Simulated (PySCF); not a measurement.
## State search for SnF⁺

Unrestricted PBE0; Sn cc-pVTZ-PP with ECP28, F cc-pVTZ; scalar-relativistic core potentials (PySCF 2.14). Outer shells of the fragments: Sn+ 4d10 5s2 5p1; F 2s2 2p5.

Followed along the bond (rough minima from three points):

```json
{"2Ms+1": "1", "unpaired": "none", "⟨S²⟩ at the start": "0.00", "R at minimum (Å)": "1.89", "Te (eV)": "0.00"}
{"2Ms+1": "3", "unpaired": "σ ↑, π ↑", "⟨S²⟩ at the start": "2.01", "R at minimum (Å)": "1.96", "Te (eV)": "4.56"}
```

Solutions found at the starting distance of 2.065 Å, counted from the lowest of them; the search is not exhaustive and high or unbound solutions are not listed, so other states can lie among these:

```tsv
2Ms+1	unpaired	term	E (eV)	⟨S²⟩	⟨Lz²⟩	μ (D)
1	none	¹Σ⁺	0.00	0.00	0.00	-4.33
3	σ ↑, π ↑	³Π	4.30	2.01	1.00	-2.46
1	σ ↑, π ↓	mixed	4.68	1.02	1.00	-1.86
3	π ↑↑	mixed	5.21	2.01	2.01	0.82
3	π ↑↑	mixed	5.32	2.01	2.01	0.87
3	σ ↑↑	³Σ⁺	6.17	2.00	0.00	-1.41
3	σ ↑, π ↑	³Π	6.93	2.00	1.01	1.26
```

A term symbol is given only where ⟨S²⟩ and ⟨Lz²⟩ are close to those of a pure state; real π, δ and φ orbitals otherwise mix terms. A positive dipole points towards F; it is taken about the centre of mass and depends on that origin.

Task: Compare the gap between the two lowest followed solutions at the starting distance with the gap between their minima.

Result: At PBE0 the second solution (triplet, unpaired electrons σ ↑, π ↑) lies +4.30 eV from the first (singlet, closed shell) at 2.065 Å and +4.56 eV at the minima; the two curves relax by different amounts, since their minima lie near 1.96 and 1.89 Å.

Spin–orbit coupling is left out. Counting both spins, an empty level lies below a filled one in some of these solutions, because spin and occupation are held.
